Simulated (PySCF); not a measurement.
# Vanadium: highly charged ions in a basis for the neutral atom

V¹⁸⁺ [He] 2s2 2p1, V¹⁹⁺ [He] 2s2. Calculation: PySCF 2.14, in cc-pVDZ; no relativity, point nucleus. No spin-orbit coupling, so a gap to NIST mixes the basis error with missing relativistic terms.

Changed run: basis of the neutral atom used for a highly charged ion. This setting is unsound on purpose.

| species | method | sound run (hartree) | changed run (hartree) | converged |
| --- | --- | --- | --- | --- |
| V¹⁸⁺ | UHF | not run | -674.54616 | yes |
| V¹⁸⁺ | PBE | not run | -674.51978 | yes |
| V¹⁸⁺ | BP86 | not run | -674.79273 | yes |
| V¹⁹⁺ | UHF | not run | -625.26499 | yes |
| V¹⁹⁺ | PBE | not run | -625.19903 | yes |
| V¹⁹⁺ | BP86 | not run | -625.46054 | yes |

Ionisation energy of V¹⁸⁺:

```tsv
method	changed run (eV)	NIST (eV)
UHF	1341.0	1354.2 ± 0.5
PBE	1342.1	1354.2 ± 0.5
BP86	1342.4	1354.2 ± 0.5
```

The contracted functions were made for the neutral atom and can be too rigid for a highly charged ion.
